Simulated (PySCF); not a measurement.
Computed shifts of a molecule C3H5FOSi, PBE0/pcSseg-1 in PySCF, GIAO, gas phase, atoms alike by connectivity averaged where their shifts nearly agree, in ppm (number of nuclei): ¹⁹F: -141.5 (1). ²⁹Si: 2.3 (1). ¹³C: 170.3 (1), 130.8 (1), 78.3 (1). ¹H: 7.78 (1), 6.54 (1), 5.60 (1), 5.06 (1), 4.93 (1). References: ¹⁹F against CFCl3 (σ = 167.2 ppm); ²⁹Si against TMS (σ = 352.7 ppm); ¹³C against TMS (σ = 186.3 ppm); ¹⁷O against H2O (σ = 334.2 ppm); ¹H against TMS (σ = 31.56 ppm), references at their B3LYP-D3(BJ)/def2-TZVP geometries, non-relativistic. Geometry: B3LYP-D3(BJ)/def2-SVP. The values are those of a single conformer.

Which structure fits?
(A) CC1=C[Si@@H](F)O1
(B) F[Si@H]1C=CCO1
(C) FC[Si@H]1C=CO1
(D) FC1=C[SiH2]OC1

B, F[Si@H]1C=CCO1
